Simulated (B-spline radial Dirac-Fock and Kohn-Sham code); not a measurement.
Energy-loss ionisation edge N1 of Ir

System: atomic iridium, configuration 1s2 2s2 2p6 3s2 3p6 3d10 4s2 4p6 4d10 4f14 5s2 5p6 5d7 6s2. Level of theory: the first Born approximation with generalised oscillator strengths from a Dirac-Hartree-Slater potential (longitudinal and transverse terms; continuum final states only, so no white lines or fine structure); an atomic code on a B-spline grid. The edge is taken at 691.1 eV (tabulated value).

Partial cross sections σ(β, Δ) in barn, integrated over a window Δ above the edge and up to the collection semi-angle β, for parallel illumination:

| E₀ (kV) | β (mrad) | Δ = 25 eV | Δ = 50 eV | Δ = 100 eV | Δ = 200 eV | Δ = 300 eV |
| --- | --- | --- | --- | --- | --- | --- |
| 60 | 5 | 12.3 | 22.7 | 40.7 | 66.9 | 84.2 |
| 60 | 10 | 31.4 | 58.6 | 106 | 179 | 230 |
| 60 | 20 | 58.7 | 111 | 205 | 353 | 462 |
| 60 | 50 | 96.4 | 185 | 347 | 619 | 834 |
| 80 | 5 | 14.7 | 27.3 | 49.1 | 81.2 | 103 |
| 80 | 10 | 33.1 | 62.0 | 113 | 192 | 249 |
| 100 | 5 | 16.5 | 30.7 | 55.4 | 92.3 | 118 |
| 120 | 10 | ? | ? | ? | ? | ? |
| 200 | 20 | 45.9 | 87.6 | 164 | 291 | 389 |
| 200 | 50 | 64.5 | 124 | 233 | 420 | 578 |
| 200 | 100 | 73.3 | 144 | 275 | 503 | 702 |
| 300 | 10 | 33.4 | 63.4 | 118 | 207 | 275 |
| 300 | 20 | 43.0 | 82.3 | 154 | 276 | 372 |
| 300 | 100 | 61.8 | 121 | 232 | 423 | 590 |

Task: Give the row for 120 kV and 10 mrad.

Result: 33.9 b for 25 eV, 63.8 b for 50 eV, 117 b for 100 eV, 202 b for 200 eV, 263 b for 300 eV.

Values without a named source are computed, but for edge energies of neutral atoms, which are taken from tables.
